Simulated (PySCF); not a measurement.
C4H9 (SMILES [CH2-]CCC), charge -1, singlet, at a GFN2-xTB geometry (in this run its highest filled SCF level lies above zero, so its values depend strongly on the basis, on diffuse functions most of all); M06/STO-3G in PySCF.

Input for PySCF:
```python
from pyscf import gto, scf, dft

mol = gto.Mole()
mol.atom = '''
    C     0.829510    1.915796   -0.015732
    C     0.742410    0.401183   -0.007432
    C    -0.678388   -0.249852    0.006200
    C    -0.659896   -1.778116    0.013801
    H    -1.670383   -2.200601    0.023291
    H     0.231848    2.281219    0.875870
    H     0.218913    2.272219   -0.902196
    H    -0.130482   -2.145303    0.893931
    H    -0.143316   -2.154232   -0.870177
    H     1.262612   -0.001503   -0.894548
    H     1.275493    0.007459    0.876054
    H    -1.229672    0.098869   -0.874319
    H    -1.216828    0.107805    0.891071
'''
mol.basis = 'sto-3g'
mol.charge = -1
mol.spin = 0
mol.verbose = 4
mol.build()

mf = dft.RKS(mol)
mf.xc = 'm06'
mf.kernel()
```

Question: What does PySCF print? Leave out banner, timings and long lists.

Answer: 
```
PySCF version 2.14.0

[INPUT] verbose = 4
[INPUT] num. atoms = 13
[INPUT] num. electrons = 34
[INPUT] charge = -1
[INPUT] spin (= nelec alpha-beta = 2S) = 0
[INPUT] symmetry False subgroup None
[INPUT] Mole.unit = angstrom
[INPUT] Symbol           X                Y                Z      unit          X                Y                Z       unit  Magmom
[INPUT]  1 C      0.829510000000   1.915796000000  -0.015732000000 AA    1.567546717588   3.620329750537  -0.029729171392 Bohr   0.0
[INPUT]  2 C      0.742410000000   0.401183000000  -0.007432000000 AA    1.402951572138   0.758125995831  -0.014044444558 Bohr   0.0
[INPUT]  3 C     -0.678388000000  -0.249852000000   0.006200000000 AA   -1.281967526191  -0.472151851675   0.011716301972 Bohr   0.0
[INPUT]  4 C     -0.659896000000  -1.778116000000   0.013801000000 AA   -1.247022710696  -3.360152257707   0.026080110245 Bohr   0.0
[INPUT]  5 H     -1.670383000000  -2.200601000000   0.023291000000 AA   -3.156566393129  -4.158533199444   0.044013611167 Bohr   0.0
[INPUT]  6 H      0.231848000000   2.281219000000   0.875870000000 AA    0.438129222528   4.310879140154   1.655154420723 Bohr   0.0
[INPUT]  7 H      0.218913000000   2.272219000000  -0.902196000000 AA    0.413685615107   4.293871605033  -1.704903350678 Bohr   0.0
[INPUT]  8 H     -0.130482000000  -2.145303000000   0.893931000000 AA   -0.246575244185  -4.054035124208   1.689284764259 Bohr   0.0
[INPUT]  9 H     -0.143316000000  -2.154232000000  -0.870177000000 AA   -0.270827989268  -4.070908488774  -1.644396209896 Bohr   0.0
[INPUT] 10 H      1.262612000000  -0.001503000000  -0.894548000000 AA    2.385990881589  -0.002840258365  -1.690450725277 Bohr   0.0
[INPUT] 11 H      1.275493000000   0.007459000000   0.876054000000 AA    2.410332443800   0.014095467163   1.655502130330 Bohr   0.0
[INPUT] 12 H     -1.229672000000   0.098869000000  -0.874319000000 AA   -2.323743303046   0.186835332210  -1.652223455504 Bohr   0.0
[INPUT] 13 H     -1.216828000000   0.107805000000   0.891071000000 AA   -2.299471660702   0.203721924859   1.683880147542 Bohr   0.0

nuclear repulsion = 122.035741340089
number of shells = 21
number of NR pGTOs = 87
number of NR cGTOs = 29
basis = sto-3g
ecp = {}

******** <class 'pyscf.dft.rks.RKS'> ********
method = RKS
initial guess = minao
damping factor = 0
level_shift factor = 0
DIIS = <class 'pyscf.scf.diis.CDIIS'>
diis_start_cycle = 1
diis_space = 8
diis_damp = 0
SCF conv_tol = 1e-09
SCF conv_tol_grad = None
SCF max_cycles = 50
direct_scf = True
direct_scf_tol = 1e-13
XC library pyscf.dft.libxc version 7.1.2
    S. Lehtola, C. Steigemann, M. J. T. Oliveira, and M. A. L. Marques,  SoftwareX 7, 1–5 (2018)
XC functionals = m06
    Y. Zhao and D. G. Truhlar,  Theor. Chem. Acc. 120, 215 (2008)
    Y. Zhao and D. G. Truhlar,  Theor. Chem. Acc. 120, 215 (2008)
radial grids:
    Treutler-Ahlrichs [JCP 102, 346 (1995); DOI:10.1063/1.469408] (M4) radial grids

becke partition: Becke, JCP 88, 2547 (1988); DOI:10.1063/1.454033
pruning grids: <function nwchem_prune>
grids dens level: 3
symmetrized grids: False
atomic radii adjust function: <function treutler_atomic_radii_adjust>
small_rho_cutoff = 0
Set gradient conv threshold to 3.16228e-05
Initial guess from minao.
tot grids = 144744
init E= -155.736062326024
  HOMO = -0.158822377967584  LUMO = 0.264324051619189  gap/eV = 11.51440
cycle= 1 E= -155.444479923124  delta_E= 0.292  |g|= 0.497  |ddm|= 4.17
  HOMO = 0.444984090757363  LUMO = 0.577073660559839  gap/eV = 3.59434
cycle= 2 E= -155.484851131497  delta_E= -0.0404  |g|= 0.366  |ddm|= 1.54
  HOMO = 0.28793423154859  LUMO = 0.588232917415436  gap/eV = 8.17154
cycle= 3 E= -155.535850276267  delta_E= -0.051  |g|= 0.0529  |ddm|= 0.788
  HOMO = 0.293281520501597  LUMO = 0.580458829115276  gap/eV = 7.81449
cycle= 4 E= -155.536733893866  delta_E= -0.000884  |g|= 0.0128  |ddm|= 0.102
  HOMO = 0.293177473780651  LUMO = 0.582456983701444  gap/eV = 7.87170
cycle= 5 E= -155.536792130778  delta_E= -5.82e-05  |g|= 0.00102  |ddm|= 0.024
  HOMO = 0.293090571304736  LUMO = 0.58265233228051  gap/eV = 7.87938
cycle= 6 E= -155.536792473378  delta_E= -3.43e-07  |g|= 0.000437  |ddm|= 0.00232
  HOMO = 0.293132599320306  LUMO = 0.582615225774826  gap/eV = 7.87722
cycle= 7 E= -155.53679253646  delta_E= -6.31e-08  |g|= 5.6e-05  |ddm|= 0.000686
  HOMO = 0.293153011745774  LUMO = 0.582596949001422  gap/eV = 7.87617
cycle= 8 E= -155.53679253767  delta_E= -1.21e-09  |g|= 4.5e-06  |ddm|= 0.000113
  HOMO = 0.293153536956922  LUMO = 0.582597491961249  gap/eV = 7.87617
cycle= 9 E= -155.536792537678  delta_E= -8.36e-12  |g|= 6.99e-07  |ddm|= 9.67e-06
  HOMO = 0.293153454561735  LUMO = 0.582597419101994  gap/eV = 7.87617
Extra cycle  E= -155.536792537679  delta_E= -3.98e-13  |g|= 4.7e-07  |ddm|= 1.97e-06
converged SCF energy = -155.536792537679
```
